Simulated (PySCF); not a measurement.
B(I)(OH)2 (BH2IO2), SMILES OB(O)I.

The structure is a stationary point at PBE-D3(BJ)/def2-SVP. The def2 effective core potentials stand for the cores of I; spin–orbit coupling is left out. Other conformers were not sampled.

All values below come from PySCF 2.14.0 with TDDFT-LC-ωPBE/def2-SVPD.

Vertical excitations. The molecule is in vacuum. State labels are in the subgroup Cs.

Computed excitation energies, oscillator strengths and character:
```
state  symmetry  energy (eV)  λ (nm)      f                                                                    main pairs
-----  --------  -----------  ------  -----  ----------------------------------------------------------------------------
S1           A'         6.59     188  0.003          HOMO→LUMO 28 %, HOMO→LUMO+1 27 %, HOMO→LUMO+6 15 %, HOMO→LUMO+5 15 %
S2           A"         6.60     188  0.005  HOMO−1→LUMO+1 26 %, HOMO−1→LUMO 26 %, HOMO−1→LUMO+5 17 %, HOMO−1→LUMO+6 16 %
S3           A"         7.09     175  0.000                                            HOMO→LUMO+4 80 %, HOMO→LUMO+3 19 %
S4           A'         7.32     169  0.117         HOMO→LUMO 39 %, HOMO−1→LUMO+4 18 %, HOMO→LUMO+5 17 %, HOMO→LUMO+1 8 %
S5           A"         7.42     167  0.096                      HOMO−1→LUMO 54 %, HOMO−1→LUMO+5 20 %, HOMO−1→LUMO+1 10 %
S6           A'         7.44     167  0.095                        HOMO−1→LUMO+4 52 %, HOMO−1→LUMO+3 17 %, HOMO→LUMO 13 %
S7           A'         8.45     147  0.012         HOMO→LUMO+1 38 %, HOMO→LUMO+5 29 %, HOMO→LUMO+2 10 %, HOMO→LUMO+6 9 %
S8           A"         8.54     145  0.018  HOMO−1→LUMO+1 26 %, HOMO−1→LUMO+5 25 %, HOMO→LUMO+3 21 %, HOMO−1→LUMO+2 10 %
S9           A'         8.54     145  0.012                                            HOMO→LUMO+2 60 %, HOMO→LUMO+1 19 %
S10          A"         8.56     145  0.006                      HOMO−1→LUMO+2 39 %, HOMO−1→LUMO+1 32 %, HOMO→LUMO+3 10 %
T1           A'         5.97     208      0          HOMO→LUMO+1 26 %, HOMO→LUMO+5 23 %, HOMO→LUMO+6 20 %, HOMO→LUMO 16 %
T2           A"         6.06     205      0  HOMO−1→LUMO+1 24 %, HOMO−1→LUMO+5 21 %, HOMO−1→LUMO+6 20 %, HOMO−1→LUMO 19 %
T3           A'         6.72     185      0                                        HOMO−1→LUMO+4 78 %, HOMO−1→LUMO+3 15 %
T4           A"         6.95     179      0                                            HOMO→LUMO+4 80 %, HOMO→LUMO+3 17 %
```
Triplets are in the Tamm–Dancoff approximation, which puts them higher than full response would, so one can lie above its singlet here.
